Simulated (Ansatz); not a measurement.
CH3F3NV (`C[N]=[V]([F])([F])[F]`). The species carries charge 0 and has multiplicity 1. The structure was optimised at the PBE0-D4/def2-TZVP level.

```xyz
9

C    -1.057    0.991   -0.521
N    -0.088    0.083   -0.043
V     1.006   -0.943    0.496
F     0.559   -2.520   -0.067
F     0.986   -0.858    2.227
F     2.538   -0.451   -0.145
H    -0.585    1.738   -1.167
H    -1.820    0.457   -1.097
H    -1.540    1.502    0.318
```

Task: What is the dipole moment at ωB97M-V/def2-TZVPP? (Best estimate.)

Result: Computed: 3.64 D, with components (-2.50, 2.34, -1.23) D in this frame, pointing from negative to positive charge.

Task: And with PBE, r2SCAN, B3LYP? (Best estimate.)

Result: Computed: PBE 3.26 D, r2SCAN 3.38 D, B3LYP 3.60 D.

Task: Give the Mulliken charges with ωB97M-V, B3LYP, PBE in def2-TZVPP. (An estimate is asked.)

Result: The calculation gave: 
| atom | ωB97M-V | B3LYP | PBE |
| --- | --- | --- | --- |
| C1 | -0.22 | -0.16 | -0.16 |
| N2 | -0.51 | -0.54 | -0.50 |
| V3 | 1.36 | 1.41 | 1.24 |
| F4 | -0.35 | -0.36 | -0.31 |
| F5 | -0.35 | -0.36 | -0.31 |
| F6 | -0.35 | -0.36 | -0.31 |
| H7 | 0.14 | 0.12 | 0.12 |
| H8 | 0.14 | 0.12 | 0.12 |
| H9 | 0.14 | 0.12 | 0.12 |

B3LYP here is the variant with VWN-RPA as its local correlation; programs differ in this.
